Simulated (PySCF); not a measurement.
Mapped SMILES: `[SiH3:1][SiH2:2][SiH:3]([SiH3:4])[SiH3:5]`. Each H is labelled by its parent atom.

GIAO PBE0/pcSseg-1 shifts (PySCF, gas phase, non-relativistic, equivalent atoms averaged), each against references optimised in the same way as the molecule (TMS).

On the GFN2-xTB geometry: Si4/Si5 -110.1, Si1 -115.6, Si2 -124.9, Si3 -146.0, H(Si4)/H(Si5) 3.60, H(Si1) 3.53, H(Si2) 3.48, H(Si3) 3.26 ppm.

Task: What changes on the PBE0-D3(BJ)/def2-SVP geometry?

Result: 
```tsv
atoms	δ (ppm)	change
Si4/Si5	-101.5	+8.6
Si1	-105.0	+10.6
Si2	-112.2	+12.7
Si3	-131.7	+14.3
H(Si4)/H(Si5)	3.70	+0.10
H(Si1)	3.66	+0.13
H(Si2)	3.51	+0.03
H(Si3)	3.18	-0.08
```

Bonds between heavy atoms that differ most (equivalent bonds averaged): Si1–Si2 2.313 → 2.345 Å, Si3–Si4 2.327 → 2.344 Å, Si2–Si3 2.340 → 2.345 Å. Mean change of bonds to hydrogen: Si–H +0.028 Å. The two structures also differ in conformation, which adds to the changes.
